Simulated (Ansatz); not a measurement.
BClGeH$_{4}$ (`[BH2][GeH2][Cl]`). Total charge 0; spin multiplicity 1.

| atom | x (Å) | y (Å) | z (Å) |
| --- | --- | --- | --- |
| B1 | -1.2122 | -0.3106 | 0.2978 |
| Ge2 | 0.7191 | 0.0802 | -0.2799 |
| Cl3 | 1.5703 | 1.6945 | 0.8914 |
| H4 | -1.8152 | -1.1766 | -0.2620 |
| H5 | -1.7378 | 0.3037 | 1.1727 |
| H6 | 1.6556 | -1.1238 | -0.0722 |
| H7 | 0.8203 | 0.5326 | -1.7478 |

Q: List the harmonic frequencies (cm⁻¹, unscaled) at PBE0-D4/def2-TZVP in Ansatz. (An estimate is asked.)

A: The calculation gave: 121, 146, 333, 413, 562, 613, 644, 769, 849, 917, 1157, 2139, 2142, 2603, 2707.

Q: Is this a minimum?

A: Yes, all 15 modes are real.

Q: Give the ideal-gas thermochemistry at 298.15 K and 1 bar (rigid rotor, harmonic oscillator; point group Cs, symmetry number 1).

A: Zero-point energy 96.4 kJ/mol; H(298) − E = 113.5 kJ/mol; entropy 317.1 J/(mol·K), of which translation 168.9, rotation 106.8, vibration 41.4; G(298) − E = 18.9 kJ/mol.
